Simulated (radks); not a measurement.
Values are calculated unless marked as measured or tabulated.
Problem. Ionisation of the titanium ion Ti3+, [Ar] 3d1, to Ti4+, [Ar], under several functionals. Scalar-relativistic Kohn-Sham, spin-polarised, spherical densities, finite nucleus; open shells are filled with parallel spins first; a radial shooting solver on a logarithmic mesh with Libxc functionals. Known Delta-SCF values: PW91 43.670 eV. What does XLYP give, and what is its highest occupied eigenvalue?

Solution. 43.571 eV by Delta-SCF; the 3d eigenvalue is -35.182 eV. NIST: 43.267 eV (measured).
